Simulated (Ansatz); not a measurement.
The same atomization along the group O, S, Se.

Calculated with Ansatz (gas phase, PBE0-D4/def2-TZVP geometries, no zero-point term in ΔE). CCSD(T)/CBS adds triple-zeta CCSD(T) − MP2 to the extrapolated MP2 energy (def2 sets, frozen cores). Small cases extrapolate CCSD(T) itself. Functionals use def2-TZVPP. Open shells (•) are unrestricted, without spin–orbit coupling. Spin–orbit coupling would lower the free atoms: a little for C, O, S; clearly for Se. For Se outer-core shells are correlated without core-valence functions, so the limit isn't a true one: a few kJ/mol of doubt a bond, and 10 to 20 or more in all where bonds break to atoms. Scalar relativity is left out up to krypton. One conformer a species, not always the lowest.

```json
{"reaction": "`COCN` → 2 C• + 7 H• + N• + O•", "CCSD(T)/CBS(def2) (eV)": "42.08"}
{"reaction": "`CSCN` → 2 C• + 7 H• + N• + S•", "CCSD(T)/CBS(def2) (eV)": "40.61"}
{"reaction": "`C[Se]CN` → 2 C• + 7 H• + N• + Se•", "CCSD(T)/CBS(def2) (eV)": "?"}
```

Q: Fill in the missing values. (An estimate is asked.)

A: Ansatz gave: `C[Se]CN` → 2 C• + 7 H• + N• + Se•: +39.94 eV.

Largest T1 diagnostic: 0.010, for `COCN`.

Extrapolated directly: `COCN` → 2 C• + 7 H• + N• + O•.

For atomizations the MP2-based limit and the directly extrapolated one differ by several kJ/mol either way, and by 10 to 25 for some Ge, Se and Sn compounds, so smaller differences from it don't rank the levels.
